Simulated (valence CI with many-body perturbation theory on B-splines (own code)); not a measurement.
**Energy levels of Re26+**

Level of theory: valence CI with perturbative core correlation (CI+MBPT): three valence electrons over a frozen Dirac-Fock core [Kr] 4d10, a basis of 7 s, 7 p, 7 d, 7 f, 4 g, 2 h functions for each j, with the one-electron correlation potential Σ1, the two-electron term Σ2, the three-electron term Σ3, Breit, model QED; selected CI, second order for the rest, scaled by the run's own slope (own B-spline code, finite nucleus).

The last digits are not significant, and no measured levels were compared; by estimate large intervals hold to a few tenths of a per cent, small ones and those within an open d or f shell to about a per cent. Excitations out of the core, of the other parity, are not computed and may begin above about 166 eV (a cautious bound); beyond it only levels of the ground parity were kept, without lifetimes.

Levels 46 to 90 of 134, with energies above the lowest level, (4f5/2^3) J=9/2. "Leading %" is the weight of the configuration and term that name the level; weights of strongly mixed levels are sums over their largest components and can fall short. In the jj column 3d3/2^4 stands for four electrons in 3d with j = 3/2.

```
No.  Configuration  Term     J  E (eV)  Leading %  Second component                 Leading jj      g
 46         4f2.5s    4H  11/2  128.50         87    13 % 4f2.5s 2H      4f5/2 4f7/2 5s (97 %)  1.125
 47         4f2.5s    2H   9/2  128.96         47    44 % 4f2.5s 4H      4f5/2 4f7/2 5s (94 %)  0.957
 48         4f2.5s    4F   7/2  129.87         86    11 % 4f2.5s 2G      4f5/2 4f7/2 5s (98 %)  1.182
 49         4f2.5s    4F   9/2  130.17         48    34 % 4f2.5s 2G      4f5/2 4f7/2 5s (98 %)  1.178
 50         4f2.5s    2F   5/2  130.71         63    34 % 4f2.5s 4F      4f5/2 4f7/2 5s (92 %)  0.925
 51         4f2.5s    2G   7/2  130.81         46    42 % 4f2.5s 2F      4f5/2 4f7/2 5s (96 %)  0.997
 52         4f2.5s    4H  13/2  131.11         93     7 % 4f2.5s 2I          4f7/2^2 5s (64 %)  1.218
 53         4f2.5s    2H  11/2  132.36         79    11 % 4f2.5s 4H          4f7/2^2 5s (54 %)  1.075
 54         4f2.5s    2G   9/2  134.11         48    48 % 4f2.5s 4F          4f7/2^2 5s (98 %)  1.208
 55         4f2.5s    2D   5/2  134.19         45    41 % 4f2.5s 4P      4f5/2 4f7/2 5s (85 %)  1.317
 56         4f2.5s    4P   1/2  134.24         83     9 % 4f2.5s 2P          4f5/2^2 5s (77 %)  2.435
 57         4f2.5s    2D   3/2  134.44         57    17 % 4f2.5s 4P      4f5/2 4f7/2 5s (76 %)  0.998
 58         4f2.5s    2F   7/2  134.86         57    33 % 4f2.5s 2G          4f7/2^2 5s (98 %)  1.057
 59         4f2.5s    4P   3/2  135.92         78    15 % 4f2.5s 2P      4f5/2 4f7/2 5s (95 %)  1.607
 60         4f2.5s    2I  13/2  136.63         93     7 % 4f2.5s 4H      4f5/2 4f7/2 5s (64 %)  1.084
 61         4f2.5s    2I  11/2  136.74         89     9 % 4f2.5s 2H      4f5/2 4f7/2 5s (56 %)  0.939
 62         4f2.5s    2P   1/2  136.94         87    12 % 4f2.5s 4P      4f5/2 4f7/2 5s (92 %)  0.907
 63         4f2.5s    4P   5/2  138.59         58    39 % 4f2.5s 2D          4f7/2^2 5s (94 %)  1.421
 64         4f2.5s    2P   3/2  139.52         68    25 % 4f2.5s 2D          4f7/2^2 5s (83 %)  1.200
 65         4f2.5s    2S   1/2  148.03         91     5 % 4f2.5s 4P          4f7/2^2 5s (84 %)  1.989
 66         4f2.5p   4I°   9/2  168.83         59   31 % 4f2.5p 2H°       4f5/2^2 5p1/2 (98 %)  0.812
 67         4f2.5p   4H°   7/2  170.01         41   34 % 4f2.5p 2G°       4f5/2^2 5p1/2 (96 %)  0.826
 68         4f2.5p   4G°   5/2  171.48         63   30 % 4f2.5p 2F°       4f5/2^2 5p1/2 (89 %)  0.698
 69         4f2.5p   2D°   3/2  172.06         44   38 % 4f2.5p 4F°       4f5/2^2 5p1/2 (86 %)  0.730
 70         4f2.5p   4I°  11/2  172.91         52   17 % 4f2.5p 2I°  4f5/2 4f7/2 5p1/2 (100 %)  1.001
 71         4f2.5p   4H°   9/2  173.04         36   29 % 4f2.5p 4G°   4f5/2 4f7/2 5p1/2 (99 %)  1.048
 72         4f2.5p   4G°   7/2  174.16         36   18 % 4f2.5p 4F°   4f5/2 4f7/2 5p1/2 (98 %)  1.043
 73         4f2.5p   4F°   5/2  174.54         37   28 % 4f2.5p 4D°   4f5/2 4f7/2 5p1/2 (99 %)  1.144
 74         4f2.5p   2H°   9/2  174.68         34   29 % 4f2.5p 2G°   4f5/2 4f7/2 5p1/2 (98 %)  1.047
 75         4f2.5p   2F°   7/2  175.20         36   22 % 4f2.5p 4D°   4f5/2 4f7/2 5p1/2 (98 %)  1.114
 76         4f2.5p   4G°  11/2  175.95         52   26 % 4f2.5p 2H°       4f7/2^2 5p1/2 (64 %)  1.186
 77         4f2.5p   2I°  13/2  176.09         39   28 % 4f2.5p 4H°       4f7/2^2 5p1/2 (54 %)  1.114
 78         4f2.5p   2D°   3/2  178.35         32   27 % 4f2.5p 2P°   4f5/2 4f7/2 5p1/2 (80 %)  1.222
 79         4f2.5p   4D°   1/2  178.46         52   16 % 4f2.5p 2P°       4f5/2^2 5p1/2 (83 %)  0.690
 80         4f2.5p   2F°   7/2  178.61         33   31 % 4f2.5p 4D°       4f7/2^2 5p1/2 (99 %)  1.186
 81         4f2.5p   2F°   5/2  178.64         42   25 % 4f2.5p 2D°   4f5/2 4f7/2 5p1/2 (82 %)  1.045
 82         4f2.5p   2G°   9/2  179.08         34   32 % 4f2.5p 2H°       4f7/2^2 5p1/2 (99 %)  1.077
 83         4f2.5p   4P°   1/2  179.83         43   29 % 4f2.5p 4D°   4f5/2 4f7/2 5p1/2 (99 %)  1.689
 84         4f2.5p   4D°   3/2  180.68         53   21 % 4f2.5p 2P°   4f5/2 4f7/2 5p1/2 (97 %)  1.259
 85         4f2.5p   2H°  11/2  180.93         49   45 % 4f2.5p 2I°   4f5/2 4f7/2 5p1/2 (63 %)  1.018
 86         4f2.5p   2K°  13/2  181.04         57   35 % 4f2.5p 2I°   4f5/2 4f7/2 5p1/2 (54 %)  1.000
 87         4f2.5p   2P°   3/2  183.14         27   25 % 4f2.5p 4P°       4f7/2^2 5p1/2 (90 %)  1.481
 88         4f2.5p   2D°   5/2  183.32         33   28 % 4f2.5p 2F°       4f7/2^2 5p1/2 (91 %)  1.165
 89         4f2.5p   2P°   1/2  192.08         92    6 % 4f2.5p 4D°       4f7/2^2 5p1/2 (82 %)  0.663
 90         4f2.5p   4H°   7/2  196.87         39   24 % 4f2.5p 2G°       4f5/2^2 5p3/2 (97 %)  0.843
```

Where two levels of one J and parity lie close, their mixing, g and order are uncertain.
